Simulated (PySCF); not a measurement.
Carbon: a sound run and one with changed settings

Sound run: C+ [He] 2s2 2p1, C(2+) [He] 2s2. Computed with PySCF 2.14 in cc-pVDZ (3s2p1d, 14 functions), with the non-relativistic Hamiltonian (point nucleus). In the sound run the correlated levels freeze 1s2. The sound run starts from symmetry-adapted Hartree-Fock orbitals and uses a fine grid where one is needed.

Changed run: a valence shell is frozen. This setting is unsound on purpose.

Ionisation energy of C+:

```
 method  sound run (eV)  changed run (eV)
    UHF          24.189            24.189
    MP2          24.240            24.189
SCS-MP2          24.193            24.189
   CCSD          24.046            24.189
CCSD(T)          24.063            24.189
  CCSDT             n/a            24.189
    FCI             n/a            24.189
```

Freezing a valence shell removes pair correlation that changes on ionisation.

For comparison, NIST gives 24.383 eV between the lowest levels.
